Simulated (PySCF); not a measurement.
Choosing a molecule for a target property.

Each SMILES stands for a single optimised conformer of the isolated species, non-relativistic unless stated; the electronic structure was computed with PySCF and density fitting.

Dipoles, sizes and rotational constants follow the conformer. The torsions of the flexible species, by atom-mapped SMILES:
- `[CH:1]#[C:2][C@@H:3]1[C:4]([F:5])=[C:6]1[CH2:7][CH:8]=[CH2:9]`: C4–C6–C7–C8 -108°, C6–C7–C8–C9 120°
- `[CH:1]#[C:2][CH2:3]/[C:4]([C:5]#[C:6][CH3:7])=[CH:8]\[F:9]`: C2–C3–C4–C5 65°
- `[CH3:1][C:2]#[C:3][C:4]#[C:5]/[CH:6]=[CH:7]/[CH2:8][F:9]`: C6–C7–C8–F9 1°
- `[O:1]=[CH:2][SiH2:3][CH2:4]/[CH:5]=[C:6](/[F:7])[SiH3:8]`: O1–C2–Si3–C4 -2°, C2–Si3–C4–C5 179°, Si3–C4–C5–C6 -105°
- `[CH3:1][C@:2]([SiH3:3])([Cl:4])[CH2:5][C:6]#[N:7]`: C1–C2–C5–C6 -64°
- `[H]/[N:1]=[CH:2]\[CH2:3]/[CH:4]=[CH:5]\[SiH2:6][Cl:7]`: N1–C2–C3–C4 117°, C2–C3–C4–C5 102°, C4–C5–Si6–Cl7 -62°

Task: Wanted: static isotropic polarisability between 100 au and 110 au (CAM-B3LYP/def2-SVPD) and HOMO–LUMO gap below 9 eV (CAM-B3LYP/def2-SVPD), at GFN2-xTB geometries. Which candidate meets both?
A. `C#CC/C(C#CC)=C\F`
B. `CC#CC#C/C=C/CF`
C. `C#C[C@@H]1C(F)=C1CC=C`
D. `O=C[SiH2]C/C=C(/F)[SiH3]`

Result: D. Computed values:
```csv
species,static isotropic polarisability,HOMO–LUMO gap
C#C[C@@H]1C(F)=C1CC=C,90.3 au,9.72 eV
C#CC/C(C#CC)=C\F,94.5 au,8.51 eV
O=C[SiH2]C/C=C(/F)[SiH3],105.5 au,7.82 eV
CC#CC#C/C=C/CF,116.5 au,7.34 eV
```

Task: Wanted: HOMO energy below -8.5 eV (CAM-B3LYP/def2-SVPD) and lowest singlet excitation above 6.5 eV (TDDFT CAM-B3LYP/def2-SVPD), at GFN2-xTB geometries. Which candidate meets both?
A. `C#CC/C(C#CC)=C\F`
B. `C#C[C@@H]1C(F)=C1CC=C`
C. `CC#CC#C/C=C/CF`
D. `C(/C=C(/F)[SiH3])[SiH2]C=O`
E. `C[C@]([SiH3])(Cl)CC#N`

Result: E. Computed values:
```
                   species  HOMO energy  lowest singlet excitation
     C[C@]([SiH3])(Cl)CC#N     -9.80 eV                    6.68 eV
     C#C[C@@H]1C(F)=C1CC=C     -8.77 eV                    6.36 eV
C(/C=C(/F)[SiH3])[SiH2]C=O     -8.30 eV                    3.24 eV
          C#CC/C(C#CC)=C\F     -8.01 eV                    5.68 eV
            CC#CC#C/C=C/CF     -7.63 eV                    4.22 eV
```

Task: Wanted: dipole moment above 3 D (CAM-B3LYP/def2-SVPD) and electronic spatial extent ⟨r²⟩ about the centre of nuclear charge below 1800 bohr² (CAM-B3LYP/def2-SVPD), at GFN2-xTB geometries. Which candidate meets both?
A. `O=C[SiH2]C/C=C(/F)[SiH3]`
B. `[H]/N=C\C/C=C\[SiH2]Cl`
C. `C#C[C@@H]1C(F)=C1CC=C`
D. `C#CC/C(C#CC)=C\F`

Result: B. Computed values:
| species | dipole moment | electronic spatial extent ⟨r²⟩ about the centre of nuclear charge |
| --- | --- | --- |
| O=C[SiH2]C/C=C(/F)[SiH3] | 1.49 D | 2075 bohr² |
| C#C[C@@H]1C(F)=C1CC=C | 1.79 D | 1370 bohr² |
| C#CC/C(C#CC)=C\F | 2.11 D | 1529 bohr² |
| [H]/N=C\C/C=C\[SiH2]Cl | 3.34 D | 1412 bohr² |

Task: Wanted: smallest rotational constant between 0.76 GHz and 0.83 GHz (GFN2-xTB) and lowest triplet excitation (Tamm–Dancoff) below 5 eV (TDA CAM-B3LYP/def2-SVPD), at GFN2-xTB geometries. Which candidate meets both?
A. `C[C@]([SiH3])(Cl)CC#N`
B. `[H]/N=C\C/C=C\[SiH2]Cl`
C. `C#CC/C(C#CC)=C\F`
D. `C#C[C@@H]1C(F)=C1CC=C`

Result: B. Computed values:
| species | smallest rotational constant | lowest triplet excitation (Tamm–Dancoff) |
| --- | --- | --- |
| C#CC/C(C#CC)=C\F | 0.727 GHz | 3.54 eV |
| [H]/N=C\C/C=C\[SiH2]Cl | 0.796 GHz | 4.03 eV |
| C#C[C@@H]1C(F)=C1CC=C | 0.854 GHz | 4.49 eV |
| C[C@]([SiH3])(Cl)CC#N | 1.061 GHz | 6.01 eV |
